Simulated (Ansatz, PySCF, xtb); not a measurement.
Process, species as SMILES: CCCC + 2 C (CH4) -> 3 CC (C2H6) [ethane]
Structures are relaxed separately at B3LYP-D3(BJ)/def2-TZVP in Ansatz (a first-principles code), one conformer each, not searched for the lowest.

Property: bond separation energy (enthalpy at 298 K, with B3LYP-D3(BJ) rigid-rotor harmonic-oscillator terms from PySCF), in kcal/mol. Valence correlation only, unless marked. Spin-orbit coupling is left out. Non-relativistic. Basis-set limits of correlation are two-point, X^-3; Hartree-Fock from the larger set. The bracket is a focal-point correction in the basis named.

```json
[
 {"level": "GFN2-xTB", "program": "xtb", "bond separation energy (kcal/mol)": "5.0"},
 {"level": "HF/6-31G*", "program": "Ansatz", "bond separation energy (kcal/mol)": "2.5"},
 {"level": "B97M-V/def2-TZVPD", "program": "Ansatz", "bond separation energy (kcal/mol)": "5.3"},
 {"level": "B3LYP-D4/def2-TZVPD", "program": "Ansatz + dftd4", "bond separation energy (kcal/mol)": "4.6"},
 {"level": "PBE0/STO-3G", "program": "Ansatz", "bond separation energy (kcal/mol)": "2.5"},
 {"level": "PBE0/def2-TZVPD", "program": "Ansatz", "bond separation energy (kcal/mol)": "3.7"},
 {"level": "BHLYP-D3(BJ)/def2-TZVPD", "program": "Ansatz + dftd3", "bond separation energy (kcal/mol)": "4.4"}
]
```

Task: Estimate the value at RI-MP2/CBS(cc-pVTZ,cc-pVQZ)+[CCSD(T)-MP2]/cc-pVTZ as computed with Ansatz.

Result: 5.4 kcal/mol, so BHLYP-D3(BJ)/def2-TZVPD differs from it by -1.0 kcal/mol.
